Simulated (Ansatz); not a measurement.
**Cost against result**

Saddle point of AlN₃H₈, closed shell (AlN₃H₆ ([NH2][Al]([NH2])[NH2]) + H₂ → AlN₂H₅ ([NH2][AlH][NH2]) + NH₃ (still joined by a long Al–N bond); bonds formed: Al1–H6, N2–H5; bonds broken: H5–H6; bonds weakened to dative contacts: Al1–N2), PBE0-D4/def2-TZVP structure:

```
12
angstrom
Al -0.0062 -0.2029 -0.1288
N 0.2221 1.4498 0.7779
N -1.2006 -0.0943 -1.4382
N 0.2263 -1.7079 0.7857
H 1.3193 1.0175 0.0746
H 1.7115 0.2951 -0.5331
H 0.3337 1.4639 1.7829
H -0.1943 2.3173 0.4683
H -1.6359 0.7533 -1.7612
H -1.3958 -0.8430 -2.0820
H 1.1136 -2.0553 1.1081
H -0.4934 -2.3934 0.9456
```

Barriers are electronic and count from the start structure reached by relaxing down the imaginary mode.

Computed with Ansatz 0.2.0 (basis: as named in each row); correlated methods freeze the cores. B3LYP uses VWN-RPA correlation. Extrapolation: Hartree–Fock as exp(−7.88 √X), correlation as X^−2.97.

Times are rough, for one single point on 4 threads of a shared host (Arm Neoverse V1).

The estimate by CCSD(T) at an estimated basis limit (MP2 extrapolated from triple and quadruple zeta, plus CCSD(T) − MP2 in triple zeta) is 103.7 kJ/mol.

```tsv
method	basis	time (s)	barrier (kJ/mol)	method less estimate
HF	STO-3G	under 1	186.6	82.9
PBE-D4	STO-3G	under 1	83.7	-20.0
SPW92	def2-SVP	under 1	27.0	-76.7
B3LYP-D4	6-31G	under 1	107.8	4.0
PBE-D4	def2-SVP	under 1	58.4	-45.3
PBE0-D4	def2-SVP	under 1	68.7	-35.0
SPW92	def2-TZVPP	1	42.9	-60.8
PBE-D4	def2-TZVPP	2	74.3	-29.4
BLYP-D4	def2-TZVPP	2	93.3	-10.4
B3LYP-D4	def2-TZVPP	2	97.7	-6.1
BHLYP-D4	def2-TZVPP	2	107.8	4.0
PBE0-D4	def2-TZVPP	2	82.7	-21.0
CAM-B3LYP-D4	def2-TZVPP	3	98.3	-5.4
wB97M-V	def2-SVP	3	78.2	-25.5
CCSD(T)	def2-SVP	4	94.4	-9.3
r2SCAN-D4	def2-TZVPP	4	81.6	-22.1
r2SCAN0-D4	def2-TZVPP	4	88.1	-15.6
B2PLYP	def2-TZVPP	5	103.2	-0.5
PBE-QIDH	def2-TZVPP	5	93.8	-9.9
RPA on PBE	def2-TZVPP	5	103.4	-0.3
wB97X-V	def2-TZVPP	6	98.4	-5.3
B97M-V	def2-TZVPP	8	85.0	-18.7
wB97M-V	def2-TZVPP	8	98.8	-4.9
MP2	def2-QZVPP	20	104.1	0.3
CCSD(T)	def2-TZVPP	110	103.3	-0.4
```

All methods are single points on the PBE0-D4 structures.

The T1 diagnostic stays at or below 0.012.

Labels in which every atom is bracketed show which atoms are joined, not bond orders.
